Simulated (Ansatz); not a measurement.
`[SiH3]C([SiH3])[SiH3]` and `[SiH3]C([SiH3])I` differ in one atom or group.

Ansatz, PBE0-D4/def2-TZVP geometries, multiplicity 1. 

Elements past krypton have def2 core potentials.

```csv
property,`[SiH3]C([SiH3])[SiH3]`
LUMO energy (ωB97M-V/def2-TZVPP) / eV,1.51
HOMO–LUMO gap (PBE0/def2-TZVPP) / eV,8.70
size of the dipole moment (PBE/def2-TZVPP) / D,0.74
LUMO energy (B3LYP/def2-TZVPP) / eV,-0.26
LUMO energy (PBE0/def2-TZVPP) / eV,-0.07
HOMO–LUMO gap (ωB97M-V/def2-TZVPP) / eV,12.46
```

(1) Give the same properties after the change, and the shifts. (Estimate.)

## Answers

(1) Computed: 
| property | `[SiH3]C([SiH3])I` | shift |
| --- | --- | --- |
| LUMO energy (ωB97M-V/def2-TZVPP) / eV | 0.49 | -1.02 |
| HOMO–LUMO gap (PBE0/def2-TZVPP) / eV | 5.93 | -2.77 |
| size of the dipole moment (PBE/def2-TZVPP) / D | 0.94 | 0.20 |
| LUMO energy (B3LYP/def2-TZVPP) / eV | -1.62 | -1.36 |
| LUMO energy (PBE0/def2-TZVPP) / eV | -1.42 | -1.35 |
| HOMO–LUMO gap (ωB97M-V/def2-TZVPP) / eV | 9.98 | -2.48 |

With PBE0 the HOMO rises by 1.41 eV and the LUMO falls by 1.35 eV, so the gap narrows by about 2.76 eV. PBE moves the HOMO by 1.30 eV and ωB97M-V by 1.44 eV. Dipoles are sizes alone; their direction can turn.

B3LYP here is the variant with VWN-RPA as its local correlation; programs differ in this.

Spin–orbit coupling is left out; it splits and shifts lone-pair levels of the heavy atoms by tenths of an eV.
